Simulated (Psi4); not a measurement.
C₄H₅, doublet (typed; the unrestricted solution is spin-contaminated), geometry from GFN2-xTB; MP2.5/3-21G (Psi4 1.11).

Here is a job for Psi4.
```
memory 2 GB

molecule mol {
0 2
  C    -0.004878   -0.077144    0.263949
  C     0.198556   -0.718365   -0.916368
  C    -0.063830    0.736041   -0.991915
  C    -0.103072   -0.069384    1.602210
  H     0.400798   -1.598282   -1.472232
  H     0.748833    1.416627   -1.231052
  H    -1.023224    1.090278   -1.359183
  H     0.022160   -0.973491    2.172999
  H    -0.309221    0.837978    2.142213
}

set basis 3-21g
set reference uhf

energy('mp2.5')
print_variables()
```

What the program printed (banner, timings and long lists left out):

```
    Information: MP2.5 default algorithm changed to DF in August 2020. Use `set mp_type conv` for previous behavior.
    For method 'MP2.5', SCF Algorithm Type (re)set to DISK_DF.

   => Loading Basis Set <=

    Name: 3-21G
    Role: ORBITAL
    Keyword: BASIS

         ---------------------------------------------------------
                                   SCF
               by Justin Turney, Rob Parrish, Andy Simmonett
                          and Daniel G. A. Smith
                              UHF Reference
         ---------------------------------------------------------

  ==> Geometry <==

    Molecular point group: c1
    Full point group: C1

    Geometry (in Angstrom), charge = 0, multiplicity = 2:

       Center              X                  Y                   Z               Mass
    ------------   -----------------  -----------------  -----------------  -----------------
         C           -0.007883345145    -0.062681763170     0.268676929834    12.000000000000
         C            0.195550654855    -0.703902763170    -0.911640070166    12.000000000000
         C           -0.066835345145     0.750503236830    -0.987187070166    12.000000000000
         C           -0.106077345145    -0.054921763170     1.606937929834    12.000000000000
         H            0.397792654855    -1.583819763170    -1.467504070166     1.007825032230
         H            0.745827654855     1.431089236830    -1.226324070166     1.007825032230
         H           -1.026229345145     1.104740236830    -1.354455070166     1.007825032230
         H            0.019154654855    -0.959028763170     2.177726929834     1.007825032230
         H           -0.312226345145     0.852440236830     2.146940929834     1.007825032230

  Running in c1 symmetry.

  Rotational constants: A =      0.75620  B =      0.23867  C =      0.18807 [cm^-1]
  Rotational constants: A =  22670.23530  B =   7155.26384  C =   5638.22841 [MHz]
  Nuclear repulsion =  102.595053952676693

  Charge       = 0
  Multiplicity = 2
  Electrons    = 29
  Nalpha       = 15
  Nbeta        = 14

  ==> Algorithm <==

  SCF Algorithm Type is DISK_DF.
  DIIS enabled.
  MOM disabled.
  Fractional occupation disabled.
  Guess Type is SAD.
  Energy threshold   = 1.00e-08
  Density threshold  = 1.00e-08
  Integral threshold = 1.00e-12

  ==> Primary Basis <==

  Basis Set: 3-21G
    Blend: 3-21G
    Number of shells: 30
    Number of basis functions: 46
    Number of Cartesian functions: 46
[...]
  @DF-UHF Final Energy:  -153.39103563529665
    Total Energy =                       -153.3910356352966460
  DIE_IF_NOT_CONVERGED          => (empty)
[...]
 ==============================================================================
 ==============================================================================

	MO spaces...

	 FC   AOCC   BOCC  AVIR   BVIR   FV
	------------------------------------------
	  0    15    14    31     32     0

	Number of basis functions in the DF-CC basis: 262

	Total memory requirement for DF+CC int:      9.90 MB

	Computing DF-MP2 energy ...
	=======================================================================
	Nuclear Repulsion Energy (a.u.)    :   102.59505395267669
	DF-HF Energy (a.u.)                :  -153.39103563529665
	REF Energy (a.u.)                  :  -153.39103563529665
	Alpha-Alpha Contribution (a.u.)    :    -0.04026538139562
	Alpha-Beta Contribution (a.u.)     :    -0.24810499322702
	Beta-Beta Contribution (a.u.)      :    -0.03519937197285
	Scaled_SS Correlation Energy (a.u.):    -0.02515491778949
	Scaled_OS Correlation Energy (a.u.):    -0.29772599187242
	DF-SCS-MP2 Total Energy (a.u.)     :  -153.71391654495855
	DF-SOS-MP2 Total Energy (a.u.)     :  -153.71357212649178
	DF-SCS(N)-MP2 Total Energy (a.u.)  :  -153.52385360122514
	DF-MP2 Correlation Energy (a.u.)   :    -0.32356974659549
	DF-MP2 Total Energy (a.u.)         :  -153.71460538189214
	=======================================================================

	=======================================================================
	================ MP2.5 FINAL RESULTS ==================================
	=======================================================================
	Nuclear Repulsion Energy (a.u.)    :   102.59505395267669
	SCF Energy (a.u.)                  :  -153.39103563529665
	REF Energy (a.u.)                  :  -153.39103563529665
	Alpha-Alpha Contribution (a.u.)    :    -0.03937743501537
	Alpha-Beta Contribution (a.u.)     :    -0.26377417840547
	Beta-Beta Contribution (a.u.)      :    -0.03411198799568
	DF-MP3 Correlation Energy (a.u.)   :    -0.35095745623758
	DF-MP3 Total Energy (a.u.)         :  -153.74199309153423
	DF-MP2.5 Correlation Energy (a.u.) :    -0.33726360141652
	DF-MP2.5 Total Energy (a.u.)       :  -153.72829923671318
	=======================================================================

  Variable Map:
  ----------------------------------------------------------------------------
[...]
  Array Variable Map:
  ----------------------------------------------------------------------------
[...]
[...]
```
